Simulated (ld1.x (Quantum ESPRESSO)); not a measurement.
palladium (Pd): variants of one PAW potential

Base potential:

ld1.x (Quantum ESPRESSO) 7.5 input, shortened:

```
&input
   title='Pd', zed=46., rel=1, dft='PZ', iswitch=3,
   config='[Kr] 4d8 5s0 5p0'
 /
 &inputp
   pseudotype=3, lpaw=.true., tm=.true., lloc=-2, rcloc=1.10,
   nlcc=.false.,
   which_augfun='PSQ', rmatch_augfun=0.85
 /
6
4S  1  0   2.00   0.00  1.30  1.40  0.0
5S  2  0   0.00   0.00  1.30  1.40  0.0
4P  2  1   6.00   0.00  1.65  1.80  0.0
5P  3  1   0.00   0.00  1.65  1.80  0.0
4D  3  2   8.00   0.00  1.10  1.30  0.0
4D  3  2   0.00  -0.90  1.10  1.30  0.0
 &test
   configts(1)='4s2 4p6 4d8 5s0 5p0'
 /
```

All-electron outer shells of the reference configuration (LDA (PZ), scalar-relativistic, ld1.x):

```
shell  level (eV)  outermost node (bohr)  outermost maximum (bohr)
   3d     -351.49                      –                      0.28
   4s     -110.55                   0.45                      0.85
   4p      -76.23                   0.46                      0.90
   4d      -27.58                   0.45                      1.07
   5s      -20.58                   1.13                      2.27
   5p      -14.22                   1.26                      2.71
```

Cutoffs, loose and tight: the cutoffs (Ry, on a coarse ladder) from which the occupation-weighted sum of valence levels, in a spherical-Bessel basis at the reference potential, stays within 10 and 1 mRy of its value at 400 Ry. They do not see the model core or the augmentation charge, which bear on the density cutoff. Test errors are all-electron minus pseudo excitation energies from the reference, over the configurations 4s2 4p6 4d10 5s0 5p0; 4s2 4p6 4d9 5s0 5p0; 4s2 4p6 4d7 5s0 5p0; 4s2 4p6 4d6 5s0 5p0; 4s2 4p6 4d8 5s1 5p0; 4s2 4p6 4d9.5 5s0 5p0; 4s2 4p6 4d9 5s0 5p1 (two spin-polarised tests are not counted in the largest error). A dash means not determined; rows that change the core or the reference have their own tests.

Cutoffs are not given where the Bessel-basis levels miss the radial ones by over 6 mRy, ghosts where they miss by over 20 mRy; a channel whose overlap is not positive is not tested.

The default core radius of the base comes out at 0.61 bohr.

A file whose overlap is not positive is unfit for use, and its test errors describe a broken file.

```csv
change,outcome,"cutoff, loose","cutoff, tight",bound ghosts,largest test error (meV)
base,"generated, overlap not positive",–,–,not determined (overlap not positive),+24
"waves 4d (bound): rcut 1.10, rcutus 1.22 bohr; 4d channel at -0.9 Ry: rcut 1.10, rcutus 1.22 bohr","generated, overlap not positive",–,–,not determined (overlap not positive),+24
"core [Kr], valence charge 10; reference 4d9 5s1 5p0; waves now 5s (bound): rcut 1.95, rcutus 2.30 bohr; 5s channel at 0.6 Ry: rcut 1.95, rcutus 2.30 bohr; 5p (bound): rcut 2.50, rcutus 3.35 bohr; 5p channel at 0.6 Ry: rcut 2.50, rcutus 3.35 bohr; 4d (bound): rcut 1.25, rcutus 1.50 bohr; 4d channel at -0.9 Ry: rcut 1.25, rcutus 1.50 bohr; local potential all-electron potential smoothed inside 3.10 bohr (lloc = -2); core correction Bessel-smoothed model core inside 1.55 bohr; augmentation PSQ, radius 1.15 bohr",generated,50 Ry,90 Ry,none,-1275
core correction a·sin(br)/r model core inside 1.38 bohr,"generated, overlap not positive",–,–,not determined (overlap not positive),+24
local potential all-electron potential smoothed inside 0.82 bohr (lloc = -2),"generated, overlap not positive",–,–,not determined (overlap not positive),+125
"wave 4d channel at -0.9 Ry: rcut 1.10, rcutus 1.30 bohr becomes 4d channel at -1.81 Ry: rcut 1.10, rcutus 1.30 bohr","generated, overlap not positive",–,–,not determined (overlap not positive),+29
"waves 4s (bound): rcut 1.24, rcutus 1.32 bohr; 5s (bound): rcut 1.24, rcutus 1.32 bohr","generated, overlap not positive",–,–,not determined (overlap not positive),+24
local potential all-electron potential smoothed inside 1.10 bohr (lloc = -1),"generated, overlap not positive",–,–,not determined (overlap not positive),+140
functional PBEsol,"generated, overlap not positive",–,–,not determined (overlap not positive),+23
```
